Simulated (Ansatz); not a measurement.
Geometry optimisation of Hg₂O.

```yaml
crystal:
  periodic: [false, false, false]
  atoms:
    - {symbol: Hg, position_ang: [1.264492, -0.828167, -1.384960]}
    - {symbol: Hg, position_ang: [-1.263767, 0.829316, 1.384933]}
    - {symbol: O, position_ang: [-0.000725, -0.001150, 0.000027]}
basis:
  gaussian: {orbitals: def2-TZVP}
magnetization: {spin_polarized: true, initial_magnetization: 2}
hamiltonian: {xc: pbe, dispersion: d4}
scf: {lower_state_search: "off"}
output: {orbitals: {seedname: orbitals}}
relax: {f_tol: 0.02, max_steps: 100}
```

```sh
$ ansatz run in.yaml --threads 4 --pin off --events-out ev --progress --plain --max-ram 3916MiB
```

It prints (some lines left out):

```
Functional definition: PBE
mean field -10398.32872717 eV, -382.1315324832 hartree, gradient 1.9e-6 eV, S^2 2.010046; 0 other end points of the search recorded, 0 dependent functions left out
relax step   1: F+E_penalty+E_count = -10398.41263229 eV  Δ(F+E_penalty+E_count) = +0.000e0 eV  max|allowed force component| = 1.381e0 eV/Å  Δτ_max = 0.0000 Å  (97 SCF iters, accepted)
mean field -10398.85833299 eV, -382.1509951380 hartree, gradient 8.6e-6 eV, S^2 2.010200; 0 other end points of the search recorded, 0 dependent functions left out
relax step   2: F+E_penalty+E_count = -10398.93868075 eV  Δ(F+E_penalty+E_count) = -5.260e-1 eV  max|allowed force component| = 7.454e-1 eV/Å  Δτ_max = 0.1950 Å  (27 SCF iters, accepted)
mean field -10399.07843914 eV, -382.1590838897 hartree, gradient 1.7e-6 eV, S^2 2.010888; 0 other end points of the search recorded, 0 dependent functions left out
relax step   3: F+E_penalty+E_count = -10399.15768156 eV  Δ(F+E_penalty+E_count) = -2.190e-1 eV  max|allowed force component| = 4.065e-1 eV/Å  Δτ_max = 0.1954 Å  (28 SCF iters, accepted)
mean field -10399.19726430 eV, -382.1634506340 hartree, gradient 2.6e-6 eV, S^2 2.011690; 0 other end points of the search recorded, 0 dependent functions left out
relax step   4: F+E_penalty+E_count = -10399.27909755 eV  Δ(F+E_penalty+E_count) = -1.214e-1 eV  max|allowed force component| = 2.258e-1 eV/Å  Δτ_max = 0.1985 Å  (28 SCF iters, accepted)
mean field -10399.29093422 eV, -382.1668929400 hartree, gradient 2.2e-6 eV, S^2 2.012267; 0 other end points of the search recorded, 0 dependent functions left out
relax step   5: F+E_penalty+E_count = -10399.37706966 eV  Δ(F+E_penalty+E_count) = -9.797e-2 eV  max|allowed force component| = 2.356e-1 eV/Å  Δτ_max = 0.1924 Å  (27 SCF iters, accepted)
mean field -10399.31660466 eV, -382.1678363112 hartree, gradient 2.7e-6 eV, S^2 2.012187; 0 other end points of the search recorded, 0 dependent functions left out
relax step   6: F+E_penalty+E_count = -10399.39861336 eV  Δ(F+E_penalty+E_count) = -2.154e-2 eV  max|allowed force component| = 1.374e-1 eV/Å  Δτ_max = 0.0629 Å  (22 SCF iters, accepted)
mean field -10399.33061392 eV, -382.1683511420 hartree, gradient 2.6e-6 eV, S^2 2.011985; 0 other end points of the search recorded, 0 dependent functions left out
relax step   7: F+E_penalty+E_count = -10399.40892799 eV  Δ(F+E_penalty+E_count) = -1.031e-2 eV  max|allowed force component| = 8.566e-2 eV/Å  Δτ_max = 0.0429 Å  (22 SCF iters, accepted)
mean field -10399.31638923 eV, -382.1678283945 hartree, gradient 1.5e-6 eV, S^2 2.011229; 0 other end points of the search recorded, 0 dependent functions left out
relax step   8: F+E_penalty+E_count = -10399.39675008 eV  Δ(F+E_penalty+E_count) = +1.218e-2 eV  max|allowed force component| = 2.630e-1 eV/Å  Δτ_max = 0.1806 Å  (29 SCF iters, rejected (line search))
mean field -10399.33860989 eV, -382.1686449886 hartree, gradient 2.5e-6 eV, S^2 2.011829; 0 other end points of the search recorded, 0 dependent functions left out
relax step   9: F+E_penalty+E_count = -10399.41707408 eV  Δ(F+E_penalty+E_count) = -8.146e-3 eV  max|allowed force component| = 2.162e-2 eV/Å  Δτ_max = 0.0642 Å  (22 SCF iters, accepted)
mean field -10399.33857497 eV, -382.1686437051 hartree, gradient 1.6e-6 eV, S^2 2.011764; 0 other end points of the search recorded, 0 dependent functions left out
relax step  10: F+E_penalty+E_count = -10399.41749787 eV  Δ(F+E_penalty+E_count) = -4.238e-4 eV  max|allowed force component| = 1.429e-2 eV/Å  Δτ_max = 0.0283 Å  (23 SCF iters, accepted)
Total energy: -10399.41754351 eV, -382.1715457455 hartree
Atom 0 at     1.314757    -0.333541    -1.190912 Å, force     0.014294    -0.002434    -0.012385 eV/Å
Atom 1 at    -0.843476     1.081360     1.173591 Å, force    -0.008107     0.012252     0.012157 eV/Å
Atom 2 at    -0.471281    -0.747819     0.017321 Å, force    -0.006187    -0.009818     0.000227 eV/Å
Dipole moment:     0.146724     0.232819    -0.005393 e Å
Checks for a lower state left out: stability, starts, cluster_reference, orbital_swaps, neighbouring_geometries, increment
```

It took 12 s on 4 threads of Arm Neoverse V2 on a shared host.

In the def2 sets Hg takes a core potential; there is no spin–orbit coupling. The relaxation made no stability test and no search for a lower SCF solution. At PBE-D4/def2-TZVP a singlet of charge 0 lies 0.31 eV below the triplet, each at its own geometry. The structure comes from a short search, and lower isomers may exist.
